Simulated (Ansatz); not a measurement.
A CCSD(T) single point on C2H10BNSi, SMILES `CBNC[SiH3]`.

```yaml
crystal:
  periodic: [false, false, false]
  atoms:
    - {symbol: C, position_ang: [-1.856029, -1.896265, -0.310440]}
    - {symbol: B, position_ang: [-0.731826, -0.904602, -0.771668]}
    - {symbol: N, position_ang: [0.249818, -0.452217, 0.104239]}
    - {symbol: C, position_ang: [1.316552, 0.486527, -0.187065]}
    - {symbol: Si, position_ang: [1.124001, 2.099972, 0.777941]}
    - {symbol: H, position_ang: [-2.845274, -1.455627, -0.475590]}
    - {symbol: H, position_ang: [-1.791742, -2.190797, 0.741236]}
    - {symbol: H, position_ang: [-1.835912, -2.808065, -0.916997]}
    - {symbol: H, position_ang: [-0.677972, -0.499457, -1.903394]}
    - {symbol: H, position_ang: [0.228158, -0.761473, 1.065345]}
    - {symbol: H, position_ang: [2.299237, 0.044461, 0.018152]}
    - {symbol: H, position_ang: [1.294673, 0.708466, -1.257011]}
    - {symbol: H, position_ang: [-0.121448, 2.795446, 0.361877]}
    - {symbol: H, position_ang: [1.032971, 1.789859, 2.231916]}
    - {symbol: H, position_ang: [2.293093, 2.992973, 0.550658]}
basis:
  gaussian: {orbitals: def2-TZVPP}
correlation: {method: ccsd_t}
```

```sh
$ ansatz run in.yaml --threads 4 --pin off --events-out ev --progress --plain --max-ram 10444MiB
```

Log, shortened:

```
Functional definition: HF
1758 factors; integrals over basis functions are off by at most 1.0e-3 eV
mean field evaluation 1: about -12233.2247 eV, gradient 4.0e1 eV
mean field evaluation 2: about -12233.4459 eV, gradient 4.0e1 eV
mean field evaluation 4: about -12237.7927 eV, gradient 4.9e0 eV
mean field evaluation 8: about -12237.8695 eV, gradient 2.2e-1 eV
mean field -12237.86972668 eV, -449.7334173294 hartree, gradient 4.3e-6 eV, S^2 0.000000; 0 other end points of the search recorded, 0 dependent functions left out
9 core orbitals not correlated: weight in the atoms' cores, before any rotation towards them, 1.000 or more for the frozen orbitals, at most 0.000 for the correlated occupied ones
reference -12237.86972668 eV, -449.7334173294 hartree; 15, 15 occupied and 282, 282 virtual orbitals, 1758 factors
second order -21.67295610 eV of doubles, -0.00000000 eV of singles
cycle   1  -22.68488048 eV  change    -1.0e0 eV  update   1.0e-1
cycle   2  -23.28428531 eV  change   -6.0e-1 eV  update   3.0e-2
cycle   3  -23.38205766 eV  change   -9.8e-2 eV  update   1.5e-2
cycle   4  -23.37266020 eV  change    9.4e-3 eV  update   4.3e-3
cycle   5  -23.37269651 eV  change   -3.6e-5 eV  update   2.2e-3
cycle   6  -23.37266128 eV  change    3.5e-5 eV  update   6.4e-4
cycle   7  -23.37250141 eV  change    1.6e-4 eV  update   2.1e-4
cycle   8  -23.37256187 eV  change   -6.0e-5 eV  update   7.4e-5
cycle   9  -23.37257653 eV  change   -1.5e-5 eV  update   2.1e-5
perturbative correction -0.88974871 eV, -0.0326976618 hartree
Total energy: -12262.13205191 eV, -450.6250413361 hartree
```

Run time 3.5 min (4 threads of an Intel Xeon 6975P-C on a shared host); peak host memory 4.2 GiB.

The correlation energy is -24.262 eV, 3.7 % of it from (T); the T1 diagnostic reads 0.0120.
